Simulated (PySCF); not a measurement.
Members of one series of related molecules.

All values: CAM-B3LYP/def2-SVPD (PySCF) at GFN2-xTB geometries, gas phase, one conformer each. Core orbitals are frozen in the response; Δα² is half the sum of the squared differences of the principal polarisabilities.

Question: Rank by mean static polarisability, lowest first.
A. `[SiH3]c1ccpcp1`
B. `COc1ccpcp1`
C. `FC(F)(F)C1=PC=PC=C1`

Answer: C (15.84 Å³), B (16.88 Å³), A (18.15 Å³).

All values together:

```json
{"SMILES": "Cc1ccpcp1", "formula": "C5H6P2", "μ (D)": "1.78", "HOMO (eV)": "-8.09", "LUMO (eV)": "-0.87", "α (Å³)": "15.90", "Δα (Å³)": "9.45", "electrons": "66", "α per electron (Å³)": "0.241"}
{"SMILES": "COc1ccpcp1", "formula": "C5H6OP2", "μ (D)": "1.67", "HOMO (eV)": "-7.70", "LUMO (eV)": "-0.76", "α (Å³)": "16.88", "Δα (Å³)": "11.06", "electrons": "74", "α per electron (Å³)": "0.228"}
{"SMILES": "FC(F)(F)c1ccpcp1", "formula": "C5H3F3P2", "μ (D)": "2.47", "HOMO (eV)": "-8.98", "LUMO (eV)": "-1.68", "α (Å³)": "15.84", "Δα (Å³)": "8.84", "electrons": "90", "α per electron (Å³)": "0.176"}
{"SMILES": "[SiH3]c1ccpcp1", "formula": "C4H6P2Si", "μ (D)": "1.08", "HOMO (eV)": "-8.43", "LUMO (eV)": "-1.20", "α (Å³)": "18.15", "Δα (Å³)": "10.81", "electrons": "74", "α per electron (Å³)": "0.245"}
```

Conformers: `[CH3:1][O:2][c:3]1[cH:4][cH:5][p:6][cH:7][p:8]1` with C1–O2–C3–C4 180°.
